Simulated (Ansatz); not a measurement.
`C[CH](F)[ZnH]` and `CCF` differ in one atom or group.

Ansatz, PBE0-D4/def2-TZVP geometries, multiplicity 1. 

Scalar relativity is left out up to krypton.

```csv
property,`C[CH](F)[ZnH]`
LUMO energy (B3LYP/def2-TZVPP) / eV,-0.92
HOMO energy (B3LYP/def2-TZVPP) / eV,-6.91
HOMO–LUMO gap (ωB97M-V/def2-TZVPP) / eV,10.02
size of the dipole moment (PBE/def2-TZVPP) / D,1.60
HOMO–LUMO gap (B3LYP/def2-TZVPP) / eV,5.99
size of the dipole moment (B3LYP/def2-TZVPP) / D,1.74
```

(1) What does the change do to each property? (An estimate is asked.)

## Answers

(1) The calculation gave: 
```json
{"property": "LUMO energy (B3LYP/def2-TZVPP) / eV", "`CCF`": "1.06", "shift": "1.98"}
{"property": "HOMO energy (B3LYP/def2-TZVPP) / eV", "`CCF`": "-9.14", "shift": "-2.23"}
{"property": "HOMO–LUMO gap (ωB97M-V/def2-TZVPP) / eV", "`CCF`": "14.62", "shift": "4.60"}
{"property": "size of the dipole moment (PBE/def2-TZVPP) / D", "`CCF`": "1.75", "shift": "0.15"}
{"property": "HOMO–LUMO gap (B3LYP/def2-TZVPP) / eV", "`CCF`": "10.21", "shift": "4.22"}
{"property": "size of the dipole moment (B3LYP/def2-TZVPP) / D", "`CCF`": "1.87", "shift": "0.13"}
```

With PBE0 the HOMO falls by 2.28 eV and the LUMO rises by 2.07 eV, so the gap widens by about 4.35 eV. PBE moves the HOMO by -1.79 eV and ωB97M-V by -2.48 eV. Dipoles are sizes alone; their direction can turn.

B3LYP here is the variant with VWN-RPA as its local correlation; programs differ in this.
